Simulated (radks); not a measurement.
The numbers below are computed, except where a source is named.
Problem. The table gives one normalised radial function P(r) = r R(r) of Zn+ in [Ar] 3d9 4s2 (r in bohr). Level of theory: scalar-relativistic Kohn-Sham, PBE, spin-polarised, spherical densities, finite nucleus; open shells are filled with parallel spins first; Fermi nuclear charge, rms radius 3.9283 fm (a radial shooting solver on a logarithmic mesh with Libxc functionals).

r	P
0.0025	0.0000
0.003255	0.0000
0.004273	0.0000
0.005564	0.0001
0.007303	0.0001
0.009509	0.0003
0.01238	0.0006
0.01625	0.0012
0.02116	0.0025
0.02778	0.0053
0.03617	0.0107
0.0471	0.0213
0.06182	0.0421
0.0805	0.0786
0.1057	0.1433
0.1376	0.2436
0.1792	0.3890
0.2352	0.5828
0.3062	0.7897
0.4019	0.9739
0.5233	1.0665
0.6815	1.0356
0.8945	0.8858
1.165	0.6748
1.529	0.4482
1.991	0.2615
2.592	0.1275
3.402	0.0473
4.43	0.0132
5.815	0.0023
7.572	0.0002

Which n and l does it have? It may be an empty orbital.

Solution. n = 3, l = 2: the number of nodes gives n - l - 1 = 0, the rise at small r (about r^(l+1)) gives l, and the extent must fit the shell. The curve is that of 3d down; the table hardly tells the two spins apart. 3d down: eigenvalue -25.723 eV, 0 radial nodes, <r> = 0.848 bohr, 90 % of the charge inside 1.46 bohr.
